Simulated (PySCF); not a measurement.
Write Cartesian coordinates for `C1(CCC(=C1)C(C)C)=O` as optimised with PBE0-D3(BJ)/def2-SVP.

```
atom  x, y, z in Å
C1    -2.0715    1.1407    0.6834
C2    -1.2855   -0.1613    0.6162
C3    -1.9282   -1.1424   -0.3713
C4     0.1652    0.0392    0.2931
C5     0.7595    1.1655   -0.1486
C6     2.2039    0.9546   -0.3510
O7     3.0160    1.7642   -0.7294
C8     2.4978   -0.5001    0.0116
C9     1.1577   -1.0885    0.4480
H10   -3.1069    0.9515    1.0037
H11   -1.6194    1.8500    1.3922
H12   -2.1136    1.6284   -0.3034
H13   -1.3157   -0.6384    1.6149
H14   -1.9143   -0.7267   -1.3911
H15   -1.4083   -2.1113   -0.3924
H16   -2.9764   -1.3326   -0.0956
H17    0.2841    2.1284   -0.3354
H18    2.9283   -1.0021   -0.8686
H19    3.2699   -0.5270    0.7953
H20    0.8585   -1.9592   -0.1586
H21    1.1632   -1.4391    1.4946
```

Any rigid rotation of these coordinates is as good. Atoms count from 1 in this order. The C–C distances run from 1.348 Å (C4=C5, drawn double) to 1.533 Å (C2–C3, drawn single), a spread of 0.185 Å. The 5-membered ring C4–C5–C6–C8–C9 has internal angles of 105.1° to 111.6° (sum 540°, against 540° for a flat polygon); it is planar, 0.00 Å rms from its mean plane, widest ring torsion 1°. Of the pairs four or more bonds apart, C1···H17 is among the closest relative to their van der Waals radii: 2.75 Å, 95 % of the sum of Bondi's values.

Bonds between heavy atoms (Å): C1–C2 1.522, C2–C3 1.533, C2–C4 1.500, C4=C5 1.348, C5–C6 1.474, C6=O7 1.208, C6–C8 1.528, C8–C9 1.527, C4–C9 1.510.

Computed, not measured: PySCF, PBE0-D3(BJ)/def2-SVP geometry optimisation, gas phase.

Point group: C1 (no symmetry element, even within 0.4 Å). No PBE0-D3(BJ)/def2-SVP frequencies stand behind this structure, so it isn't proved a minimum. One conformer, not necessarily the lowest (C1–C2–C4–C5 -12°).
